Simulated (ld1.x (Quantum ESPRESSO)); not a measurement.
**P (Z = 15): variants of one RRKJ potential**

Base potential:

| Quantity | Value |
| --- | --- |
| Element | P |
| Generator | ld1.x (Quantum ESPRESSO) 7.5 |
| Type | norm-conserving RRKJ (Kleinman–Bylander form) |
| Functional | LDA (PZ) |
| Relativity | non-relativistic |
| Frozen core | [Ne] |
| Valence charge | 5 |
| Reference configuration | 3s2 3p2.5 (charge +0.5) |
| Partial waves | 3p (bound): rc 1.75 bohr; 3d channel at -0.15 Ry: rc 1.40 bohr; 3s (bound): rc 1.35 bohr |
| Local potential | the s channel |
| Core correction | a·sin(br)/r model core inside 0.95 bohr |
| rho0 | 0.001 |

All-electron outer shells of the reference configuration (LDA (PZ), non-relativistic, ld1.x):

| shell | level (eV) | outermost node (bohr) | outermost maximum (bohr) |
| --- | --- | --- | --- |
| 3s | -18.39 | 0.66 | 1.56 |
| 3p | -9.77 | 0.64 | 1.79 |

Cutoffs, loose and tight: the cutoffs (Ry, on a coarse ladder) from which the occupation-weighted sum of valence levels, in a spherical-Bessel basis at the reference potential, stays within 10 and 1 mRy of its value at 400 Ry. They do not see the model core or the augmentation charge, which bear on the density cutoff. Test errors are all-electron minus pseudo excitation energies from the reference, over the configurations 3s2 3p3; 3s2 3p2; 3s2 3p1; 3s2 3p0; 3s1 3p0; 3s1 3p4; 3s0 3p5 (two spin-polarised tests are not counted in the largest error). A dash means not determined; rows that change the core or the reference have their own tests. The largest error is taken over the tests solved by every variant that gives reliable tests at all: 3s0 3p5; 3s1 3p0; 3s1 3p4; 3s2 3p0; 3s2 3p1; 3s2 3p2; 3s2 3p3.

A true bound ghost makes a file unfit for plane-wave use even where its test errors are small: the radial tests pick states by their node count and pass the ghost by.

| change | outcome | cutoff, loose | cutoff, tight | bound ghosts | largest test error (meV) |
| --- | --- | --- | --- | --- | --- |
| base | generated | 35 Ry | 80 Ry | none | +206 |
| all radii but the core radius scaled by about 0.90 (s 1.22, p 1.58, d 1.26 bohr) | generated | 50 Ry | 110 Ry | none | +196 |
| type ultrasoft; waves now 3s (bound): rcut 1.15, rcutus 1.35 bohr; 3s channel at 0.25 Ry: rcut 1.15, rcutus 1.35 bohr; 3p (bound): rcut 1.50, rcutus 1.75 bohr; 3p channel at 0.3 Ry: rcut 1.50, rcutus 1.75 bohr; 3d channel at -0.15 Ry: rcut 1.20, rcutus 1.40 bohr; local potential all-electron potential smoothed inside 1.25 bohr (lloc = -1); augmentation built from norm-conserving waves at rcut, not smoothed further; rho0 0 | generated | 18 Ry | 40 Ry | s | +92 |
| wave 3p (bound): rc 1.75 bohr becomes 3p (bound): rc 2.62 bohr | generated | 35 Ry | 70 Ry | none | +179 |
| reference 3s2 3p3 | generated | 35 Ry | 70 Ry | none | +227 |
| local potential all-electron potential smoothed inside 1.65 bohr (lloc = -1) | generated | 30 Ry | 70 Ry | none | +227 |
| wave 3d channel at -0.15 Ry: rc 1.40 bohr becomes 3d channel at -0.15 Ry: rc 1.26 bohr | generated | 35 Ry | 80 Ry | none | +206 |
| core correction a·sin(br)/r model core inside 0.86 bohr | generated | 35 Ry | 80 Ry | none | +204 |
| wave 3d channel at -0.15 Ry: rc 1.40 bohr becomes 3d channel at 0.6 Ry: rc 1.40 bohr | generated | 35 Ry | 80 Ry | none | +206 |

Q: What comes out with this change to the base: wave 3s (bound): rc 1.35 bohr becomes 3s (bound): rc 1.14 bohr?

A: outcome: generated; cutoff, loose: 60 Ry; cutoff, tight: 160 Ry; bound ghosts: none; largest test error (meV): +233.
